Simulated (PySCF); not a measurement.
BiF2, SMILES [F][Bi+][F] (connectivity only; charge and spin as stated), charge +1, multiplicity 1. Atoms are numbered in the order given.

```xyz
3

Bi     0.0000     0.0000     0.2327
F      0.0000    -1.4282    -1.0729
F      0.0000     1.4282    -1.0729
```
Charge +1, spin multiplicity 1.

Geometry: PBE0-D3(BJ)/def2-TZVP. The multiplicity is an assumed one; other spin states were not compared. The isomer is the one that the SMILES or the coordinates give; other isomers of the formula were not compared. The def2 effective core potentials stand for the cores of Bi; spin–orbit coupling is left out.

Level of theory: PySCF 2.14.0 with TDA-PBE/def2-SVPD.

Vertical excitations.  State labels are in the subgroup C2v.

| state | symmetry | energy (eV) | λ (nm) | f | main pairs |
|---|---|---|---|---|---|
| S1 | A2 | 4.28 | 290 | 0.000 | HOMO−1→LUMO 100 % |
| S2 | B1 | 4.36 | 284 | 0.010 | HOMO→LUMO 97 % |
| S3 | B2 | 5.27 | 235 | 0.014 | HOMO−2→LUMO 86 % |
| S4 | B1 | 5.55 | 224 | 0.022 | HOMO−4→LUMO 97 % |
| S5 | A1 | 5.96 | 208 | 0.012 | HOMO−3→LUMO 87 % |
| S6 | A2 | 6.01 | 206 | 0.000 | HOMO−5→LUMO 100 % |
| S7 | A1 | 7.11 | 174 | 0.001 | HOMO−1→LUMO+1 96 % |
| S8 | B1 | 7.33 | 169 | 0.005 | HOMO−2→LUMO+1 99 % |
| S9 | B2 | 7.39 | 168 | 0.007 | HOMO−1→LUMO+2 49 %, HOMO→LUMO+1 48 % |
| S10 | A1 | 7.59 | 163 | 0.045 | HOMO→LUMO+2 89 % |
| T1 | B1 | 3.91 | 317 | 0 | HOMO→LUMO 99 % |
| T2 | A2 | 4.08 | 304 | 0 | HOMO−1→LUMO 100 % |
| T3 | B2 | 4.19 | 296 | 0 | HOMO−2→LUMO 100 % |
| T4 | A1 | 4.67 | 265 | 0 | HOMO−3→LUMO 100 % |
Triplets are in the Tamm–Dancoff approximation.
